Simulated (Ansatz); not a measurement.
`CC[SiH](F)[SiH3]` + H₂O → `CC[SiH](O)[SiH3]` + H–F  (formal hydrolysis of the Si–F bond)

Calculated with Ansatz (gas phase, PBE0-D4/def2-TZVP geometries, no zero-point term in ΔE). CBS: MP2 limit from def2 TZ/QZ plus the TZ coupled-cluster correction, frozen cores. This one scheme is used for every species. Functionals use def2-TZVPP. B3LYP here is the variant with VWN-RPA as its local correlation; programs differ in this. Each species was taken in one conformer, which may not be the lowest.

| level | ΔE (kcal/mol) |
| --- | --- |
| B3LYP-D4 | 11.1 |
| CCSD/def2-TZVPP | 10.7 |

Task: What does CCSD(T)/CBS give? (Estimate.)

Result: Computed: +10.7 kcal/mol. The listed levels differ from it by 0.4, 0.0 kcal/mol.

Largest T1 diagnostic among the species: 0.011.

In def2-TZVPP, CCSD(T) changes the Hartree–Fock value by −2.2 kcal/mol (the triples alone add −0.3 kcal/mol) and MP2 by −2.7 kcal/mol. The D4 term adds −1.0 kcal/mol with B3LYP and −0.6 kcal/mol with PBE0; it sums over pairs of atoms, weighted by their polarisabilities, and B3LYP, whose exchange is more repulsive, gets the larger term.
